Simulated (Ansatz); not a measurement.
`BCS[SiH2]F`, charge 0, multiplicity 1.

**Question.** Give a relaxed structure at PBE0-D4/def2-TZVP (Ansatz 0.2.0). (Estimate.)

**Answer.** The calculation gave: 
Z-matrix (Å, degrees):
```
C
S 1 1.822
B 1 1.553 2 114.8
H 1 1.099 2 110.0 3 119.9
H 1 1.097 2 110.6 3 -124.4
Si 2 2.104 1 100.2 3 176.6
H 3 1.194 1 122.6 2 4.9
H 3 1.197 1 117.5 2 -176.2
F 6 1.602 2 112.2 1 69.1
H 6 1.483 2 110.5 1 -48.3
H 6 1.479 2 107.2 1 -171.9
```
This is one stationary point; other conformers may exist.
